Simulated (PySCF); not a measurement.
# Bond length, frequency and bond energy of SnBr by level of theory

State: ²Π (doublet), unpaired electrons π ↑. Set-up: Sn cc-pVDZ-PP with ECP28, Br cc-pVDZ-PP with ECP10; scalar-relativistic core potentials (PySCF 2.14). De refers to Sn + Br in their high-spin ground configurations, without counterpoise correction. The functionals are run spin-unrestricted. A positive dipole means Sn(−)Br(+).

| Level | Re (Å) | ωe (cm⁻¹) | De (eV) | μ (D) | CPU s a point (SCF and correlation, without the integrals) |
| --- | --- | --- | --- | --- | --- |
| UHF | 2.561 | 237 | 2.18 | -3.42 | 0.09 |
| UHF-MP2 | 2.541 | 246 | 3.11 | n/a | 0.17 |
| UHF-SCS-MP2 | 2.551 | 242 | 3.01 | n/a | n/a |
| UHF-CCSD | 2.552 | 242 | 2.92 | n/a | n/a |
| UHF-CCSD(T) | 2.554 | 241 | 3.00 | n/a | 6 |
| PBE | 2.563 | 233 | 3.62 | -2.49 | 0.57 |
| r²SCAN | 2.541 | 242 | 3.55 | -2.58 | 0.81 |
| TPSSh | 2.550 | 238 | 3.50 | -2.67 | 0.87 |
| PBE0 | 2.540 | 242 | 3.44 | -2.72 | 0.85 |
| r²SCAN0 | 2.528 | 247 | 3.39 | -2.75 | 0.86 |
| BHandHLYP | 2.546 | 241 | 3.21 | -3.00 | 0.51 |

Q: Which functional lies closest to UHF-CCSD(T) in De, which farthest, and by how much do they differ from it?

A: Closest is BHandHLYP (-0.8 pm in Re, +0.0 % in ωe, +0.21 eV in De against UHF-CCSD(T) in the same basis), farthest PBE (+0.9 pm in Re, -3.3 % in ωe, +0.62 eV in De). CCSD(T) converges more slowly with the basis than the functionals do and binds too weakly in this one, so the order can change at the basis-set limit.

Q: What does a quarter of exact exchange do here, going from PBE to PBE0?

A: PBE0 less PBE: -2.3 pm in Re, +3.9 % in ωe, -0.18 eV in De. Exact exchange removes part of the self-interaction that spreads semilocal densities, and in most molecules shortens and stiffens the bond and lowers De; so it does here.

Q: What does the step from GGA to meta-GGA do here, going from PBE to r²SCAN?

A: r²SCAN less PBE: -2.2 pm in Re, +3.9 % in ωe, -0.07 eV in De. 

Correlated steps freeze 8 core orbitals. Correlated levels converge slowly with the basis: in double zeta they bind strong bonds too weakly, by up to about 1 eV, and carry superposition errors of some tenths. These are scalar-relativistic numbers at best; spin–orbit coupling would shift them, the dissociation energy most. The state is the lowest determinant that a PBE0 search found; another state may lie lower at other levels.

The whole job (state search and all levels along the bond) took about 2 min on 1 thread of Arm Neoverse V2 (shared host), peak memory 0.48 GiB.
